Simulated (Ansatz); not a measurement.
CH3BF2 (SMILES CB(F)F), singlet, at a GFN2-xTB geometry, with bond 2-1 at 1.4 times its length; CASSCF(4,3)/6-31G run with Ansatz (a quantum-chemistry and plane-wave program).

Ansatz was given this input:
Ansatz 0.2 input:
```yaml
crystal:
  periodic: [false, false, false]
  atoms:
    - {symbol: B, position_ang: [0.03234391, -0.03500954, 0.05443247]}
    - {symbol: F, position_ang: [1.83929913, -0.39961118, -0.04302341]}
    - {symbol: F, position_ang: [-0.54770866, -0.53319143, 1.12785099]}
    - {symbol: C, position_ang: [-0.73301609, 0.78199149, -1.04683293]}
    - {symbol: H, position_ang: [-1.74473541, 1.03165218, -0.74410698]}
    - {symbol: H, position_ang: [-0.79171228, 0.20842807, -1.97025518]}
    - {symbol: H, position_ang: [-0.20503337, 1.70069502, -1.29085184]}
basis:
  gaussian:
    orbitals: 6-31G
hamiltonian:
  xc: hf
magnetization: {spin_polarized: false}
correlation: {active_space: {window: {electrons: 4, orbitals: 3}}}
```

It wrote (shortened):

```
Functional definition: HF
499 factors; integrals over basis functions are off by at most 1.9e-4 eV
mean field evaluation 1: about -7157.3983 eV, gradient 3.8e1 eV
mean field evaluation 2: about -7157.3963 eV, gradient 3.8e1 eV
mean field evaluation 4: about -7160.6576 eV, gradient 2.7e0 eV
mean field evaluation 8: about -7160.7015 eV, gradient 1.5e-1 eV
mean field -7160.70163121 eV, -263.1509312491 hartree, gradient 1.2e-6 eV, S^2 0.000000; 0 other end points of the search recorded, 0 dependent functions left out
reference -7160.70163121 eV, -263.1509312491 hartree; 16, 16 occupied and 26, 26 virtual orbitals, 499 factors
state -7161.57725468 eV, -263.1831098182 hartree
Total energy: -7161.57725468 eV, -263.1831098182 hartree
```
